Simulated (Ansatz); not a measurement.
Cost and result up the ladder for nido-B6H10 (SH for H, site d on B) (B₆H₁₀S) (17 atoms). Total charge 0; singlet. Geometry: PBE0-D4/def2-SVP.

```xyz
17

B    -0.355   -1.482    0.171
B     0.459   -0.493    1.332
B    -0.684    1.129   -0.699
B     0.313    1.217    0.795
B     0.604   -0.048   -0.379
B    -1.021   -0.538   -1.011
S     2.201   -0.120   -1.336
H    -0.042   -2.641    0.178
H     1.257   -0.839    2.157
H    -0.780    2.049   -1.461
H     1.038    2.117    1.106
H     1.890   -1.233   -2.033
H    -1.348   -0.791   -2.138
H    -0.733   -1.105    1.406
H    -0.112    0.633    1.889
H    -0.872    1.714    0.536
H    -1.814    0.428   -0.513
```

Ansatz on 4 threads of Arm Neoverse V1 on a shared host. Times are rough, and most runs start from the orbitals of an earlier one. PBE0-D4/def2-TZVP serves as the yardstick here, not as an exact answer. Differences are given only for rows in sets of like size (and for xTB, whose basis is part of the method), since another set adds its own error. Binding counts from free atoms at the same level (B doublet, S triplet, H doublet; other spins of the atoms weren't run), without zero-point energy or a counterpoise term.

HSE06 is defined as in plane-wave codes, on full-range PBE exchange. Correlated methods freeze 11 core orbitals. The rows differ in basis, and correlated rows in double-zeta sets carry the largest basis error. Another isomer (singlet) lies 0.25 eV lower at PBE0-D4/def2-TZVP; other spin states weren't run for this one.

Correlated methods converge slowly with the basis, most of all in double-zeta sets.

```
                         level  functions  wall time  binding energy per atom (eV)  difference from PBE0-D4/def2-TZVP (eV)
               PBE-D4/def2-SVP        152      2.1 s                          3.83                                       –
         LDA (SPW92)/def2-TZVP        283      2.8 s                          4.24                                    0.47
              PBE0-D4/def2-SVP        152      2.8 s                          3.81                                       –
PBE-D4/def2-TZVP (with forces)        283      5.5 s                          3.79                                    0.03
             PBE0-D4/def2-TZVP        283      6.5 s                          3.77                                    0.00
                 MP2/def2-TZVP        283      6.5 s                          3.63                                   -0.14
            HSE06-D4/def2-TZVP        283        7 s                          3.77                                    0.00
           r2SCAN-D4/def2-TZVP        283        9 s                          3.77                                    0.01
              CCSD(T)/def2-SVP        152       31 s                          3.54                                       –
```
